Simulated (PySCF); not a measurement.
Gas-phase reaction: 2 ZrCl₂(OH)₂ + 4 Cl → 2 ZrCl₄ + O₂ + 2 H₂O

Method: PySCF energies plus ideal-gas RRHO corrections (1 bar). † marks an energy on the PBE0/def2-TZVP geometry and frequencies. CCSD(T) freezes the core. Open shells (unrestricted): Cl (multiplicity 2), O₂ (multiplicity 3); the rest are closed-shell singlets. Spin-orbit splitting is ignored; it lowers the true energy and changes the entropy of Cl. B3LYP is the form with VWN-RPA correlation. Zr: scalar-relativistic def2 core potential, no spin-orbit coupling. ZrCl₂(OH)₂: computed as isolated molecules; such fragments, hydroxides, amides, oligomers or adducts are transient or little studied in the gas. CCSD(T) isn't extrapolated to the basis-set limit.

| level | ΔH°(298 K), kJ |
|---|---|
| B3LYP/def2-TZVP† | [?] |
| BLYP/def2-TZVP† | -444 |
| CCSD(T)/def2-TZVPP† | -414 |
| M06-2X/def2-TZVP† | -447 |
| PBE0/def2-SVP† | [?] |
| r2SCAN/def2-TZVP† | [?] |
| ωB97M-V/def2-TZVP† | -448 |
| ωB97X-V/def2-TZVP† | [?] |

**Question.** Some entries are withheld; supply them.

**Answer.** 
- B3LYP/def2-TZVP†, ΔH°(298 K), kJ: -424
- PBE0/def2-SVP†, ΔH°(298 K), kJ: -446
- r2SCAN/def2-TZVP†, ΔH°(298 K), kJ: -495
- ωB97X-V/def2-TZVP†, ΔH°(298 K), kJ: -448
